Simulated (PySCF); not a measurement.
BiF2Br, SMILES [F][Bi]([F])[Br]. Geometry: PBE-D3(BJ)/def2-SVP. The def2 effective core potentials stand for the cores of Bi; spin–orbit coupling is left out.

Q: Give the equilibrium geometry at PBE-D3(BJ)/def2-SVP (PySCF confirms it by a frequency run) as bond lengths and angles, and its point group. (An estimate is asked for; the answer gives what the named calculation found.)

A: point group Cs.
Atoms: Bi1 F2 F3 Br4. Bond lengths (Å): Bi1–F2 2.048, Bi1–F3 2.048, Bi1–Br4 2.626. Angles (°): F2–Bi1–F3 95.9, F2–Bi1–Br4 99.4, F3–Bi1–Br4 99.4.
Charge 0, spin multiplicity 1.
